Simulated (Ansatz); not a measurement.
Mulliken charges of FH$_{2}$InO (`[OH][InH][F]`) from ωB97M-V/def2-TZVPP in Ansatz (PBE0-D4/def2-TZVP geometry).

```csv
atom,x (Å),y (Å),z (Å),charge (e)
O1,-1.119,-0.824,0.405,-0.490
In2,0.434,0.272,-0.097,0.867
F3,1.827,-0.124,1.200,-0.494
H4,-1.876,-0.708,-0.174,0.157
H5,0.734,1.384,-1.335,-0.039
```

Q: By hand: the dipole of these point charges (1 e Å = 4.8032 D).

A: Σ q r = (-0.301, 0.536, -0.851) e Å, of length 1.050 e Å = 5.04 D.

Q: How does the dipole of the full density compare? (An estimate is asked.)

A: Ansatz gave: (-0.374, 0.374, -0.688) e Å, 4.17 D; the point charges give 1.21 times that, at 10° from its direction.

Point charges leave out the atoms' own dipoles, such as those of lone pairs, and Mulliken's split depends on the basis, so the two needn't agree.
